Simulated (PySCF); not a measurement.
Computed shifts of a molecule C3H8OSi, PBE/pcSseg-1 (PySCF), GIAO, gas phase, atoms alike by connectivity averaged where their shifts nearly agree, in ppm (number of nuclei): ¹³C: 205.5 (1), 38.8 (1), -5.8 (1). ²⁹Si: -47.0 (1). ¹H: 10.56 (1), 4.57 (2), 2.34 (2), 0.42 (3). References: ¹³C against TMS (σ = 182.0 ppm); ²⁹Si against TMS (σ = 335.4 ppm); ¹⁷O against H2O (σ = 334.3 ppm); ¹H against TMS (σ = 31.49 ppm), references at their B3LYP-D3(BJ)/def2-TZVP geometries, non-relativistic. Geometry optimised at B3LYP-D3(BJ)/def2-SVP. One conformer was computed; it need not be the lowest.

Pick the molecule that these values belong to.
A. C=CCO[SiH3]
B. C1CO[SiH2]C1
C. OC1([SiH3])CC1
D. C[SiH2]CC=O

D, C[SiH2]CC=O
